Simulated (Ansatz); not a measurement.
Born–Oppenheimer molecular dynamics of Cl3FZr (5 atoms, charge 0, multiplicity 1). It starts from a relaxed structure.

Method: RHF/def2-SVP in Ansatz.

* ensemble: NVE (velocity Verlet)
* time step: 1 fs
* steps asked: 300
* starting velocities drawn for: 300 K
* seed: 680297

Frames 20 fs apart, positions in Å, forces in eV/Å.

Velocities at 40.0 fs (Å/ps):

```
Zr -2.15 0.65 0.88
Cl 1.56 -2.13 0.96
Cl 2.60 1.21 -1.01
Cl 1.58 -0.30 -2.52
F -0.40 -0.84 0.60
```

```xyz
5
Properties=species:S:1:pos:R:3:forces:R:3 time_fs=40.0 energy_less_start_eV=0.040 T=197
Zr -0.025 0.042 0.039 0.45 -0.04 -0.17
Cl 0.073 -0.106 2.389 -0.11 0.14 0.01
Cl 2.188 0.058 -0.778 -0.12 -0.06 0.06
Cl -1.047 1.938 -0.921 -0.13 -0.01 0.16
F -0.869 -1.523 -0.567 -0.09 -0.03 -0.06
5
Properties=species:S:1:pos:R:3:forces:R:3 time_fs=60.0 energy_less_start_eV=0.103 T=35
Zr -0.050 0.050 0.050 1.23 -0.38 -0.37
Cl 0.097 -0.140 2.405 -0.17 0.20 -0.17
Cl 2.213 0.079 -0.787 -0.84 -0.08 0.33
Cl -1.025 1.934 -0.963 -0.22 0.05 0.19
F -0.882 -1.529 -0.557 -0.01 0.21 0.02
5
Properties=species:S:1:pos:R:3:forces:R:3 time_fs=80.0 energy_less_start_eV=0.074 T=109
Zr -0.029 0.045 0.048 0.13 0.13 -0.01
Cl 0.104 -0.152 2.405 -0.14 0.20 -0.13
Cl 2.163 0.090 -0.766 0.18 -0.11 -0.05
Cl -1.025 1.934 -0.983 -0.10 -0.11 0.29
F -0.900 -1.506 -0.547 -0.08 -0.10 -0.10
5
Properties=species:S:1:pos:R:3:forces:R:3 time_fs=100.0 energy_less_start_eV=0.101 T=39
Zr -0.004 0.043 0.044 -1.18 -0.03 0.09
Cl 0.096 -0.143 2.392 -0.08 0.17 0.09
Cl 2.134 0.089 -0.751 1.19 -0.11 -0.42
Cl -1.036 1.923 -0.973 -0.04 -0.08 0.28
F -0.928 -1.490 -0.553 0.12 0.06 -0.03
5
Properties=species:S:1:pos:R:3:forces:R:3 time_fs=120.0 energy_less_start_eV=0.047 T=180
Zr -0.017 0.041 0.042 0.53 -0.06 -0.25
Cl 0.078 -0.116 2.386 -0.10 0.14 0.12
Cl 2.208 0.076 -0.772 -0.22 -0.11 0.08
Cl -1.053 1.905 -0.933 -0.18 0.18 0.12
F -0.942 -1.473 -0.569 -0.03 -0.16 -0.07
5
Properties=species:S:1:pos:R:3:forces:R:3 time_fs=140.0 energy_less_start_eV=0.056 T=156
Zr -0.013 0.035 0.031 0.97 -0.28 -0.29
Cl 0.049 -0.074 2.391 -0.09 0.10 -0.16
Cl 2.266 0.052 -0.787 -0.90 -0.08 0.31
Cl -1.087 1.905 -0.879 -0.11 0.15 0.08
F -0.953 -1.475 -0.595 0.14 0.10 0.06
5
Properties=species:S:1:pos:R:3:forces:R:3 time_fs=160.0 energy_less_start_eV=0.013 T=265
Zr 0.026 0.020 0.010 -0.34 0.32 0.20
Cl 0.012 -0.021 2.380 0.01 0.01 -0.26
Cl 2.242 0.020 -0.775 0.04 -0.05 -0.05
Cl -1.132 1.917 -0.815 0.18 -0.19 0.13
F -0.941 -1.467 -0.614 0.11 -0.09 -0.02
5
Properties=species:S:1:pos:R:3:forces:R:3 time_fs=180.0 energy_less_start_eV=0.042 T=191
Zr 0.051 0.017 -0.005 -1.26 0.32 0.32
Cl -0.025 0.033 2.345 0.08 -0.06 0.09
Cl 2.223 -0.019 -0.768 0.91 -0.02 -0.35
Cl -1.159 1.914 -0.739 0.19 -0.09 -0.02
F -0.906 -1.475 -0.634 0.08 -0.14 -0.04
5
Properties=species:S:1:pos:R:3:forces:R:3 time_fs=200.0 energy_less_start_eV=0.039 T=200
Zr 0.034 0.024 -0.009 0.33 -0.40 -0.26
Cl -0.055 0.080 2.319 0.06 -0.11 0.39
Cl 2.281 -0.058 -0.791 -0.29 0.09 0.09
Cl -1.169 1.905 -0.666 -0.14 0.36 -0.28
F -0.857 -1.506 -0.660 0.03 0.06 0.07
5
Properties=species:S:1:pos:R:3:forces:R:3 time_fs=220.0 energy_less_start_eV=0.082 T=88
Zr 0.026 0.019 -0.020 0.91 -0.04 0.01
Cl -0.077 0.115 2.328 0.09 -0.19 -0.02
Cl 2.314 -0.089 -0.807 -0.85 0.16 0.28
Cl -1.190 1.927 -0.622 -0.02 0.11 -0.29
F -0.804 -1.532 -0.677 -0.14 -0.04 0.02
5
Properties=species:S:1:pos:R:3:forces:R:3 time_fs=240.0 energy_less_start_eV=0.086 T=78
Zr 0.049 0.012 -0.031 -0.57 0.33 0.40
Cl -0.088 0.129 2.336 0.16 -0.23 -0.33
Cl 2.270 -0.103 -0.797 0.04 0.14 -0.01
Cl -1.210 1.959 -0.607 0.37 -0.44 -0.17
F -0.772 -1.557 -0.686 0.00 0.21 0.11
5
Properties=species:S:1:pos:R:3:forces:R:3 time_fs=260.0 energy_less_start_eV=0.091 T=67
Zr 0.052 0.018 -0.026 -0.96 0.35 0.36
Cl -0.083 0.120 2.316 0.14 -0.20 0.14
Cl 2.229 -0.101 -0.788 0.80 0.12 -0.26
Cl -1.195 1.950 -0.613 0.20 -0.20 -0.23
F -0.748 -1.552 -0.678 -0.18 -0.08 -0.01
```

Of the whole run (300 fs, mean temperature of the second half 149 K): The conserved energy stayed within 0.015 meV per atom of its start (net change 0.0054 meV per atom), so the integration is sound. Over the second half the temperature averaged 0.50 of the 300 K drawn at the start: a run that starts near a minimum puts about half its kinetic energy into the potential. A run of 0.3 ps of so small a system gives no equilibrium averages.

The run took 17 min on 1 thread of Intel(R) Xeon(R) Platinum 8259CL CPU @ 2.50GHz (Skylake/Cascade Lake) (shared host), peak memory 0.22 GiB.
